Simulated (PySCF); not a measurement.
C3H7ClOSi, SMILES O=CCC[SiH2]Cl. Coordinates come from a PBE0-D3(BJ)/def2-SVP optimisation. The structure was generated by enumeration, and PubChem lists no compound with its InChIKey, so it may never have been made. One conformer was computed; it need not be the lowest.

Computed equilibrium geometry at PBE0-D3(BJ)/def2-SVP (PySCF confirms it by a frequency run) as a Z-matrix (one conformer of several):
```
C
H 1 1.1003
H 1 1.1031 2 106.11
C 1 1.5225 2 110.45 3 -119.47
H 4 1.1039 1 113.20 2 73.48
H 4 1.1082 5 104.62 1 121.46
C 4 1.4966 5 109.09 6 112.28
O 7 1.2069 4 122.44 5 141.78
H 7 1.1169 8 120.31 4 -178.10
Si 1 1.8958 2 106.88 3 113.64
H 10 1.4830 1 115.34 2 -139.89
H 10 1.4885 11 113.37 8 68.80
Cl 10 2.1010 11 104.58 12 114.17
```
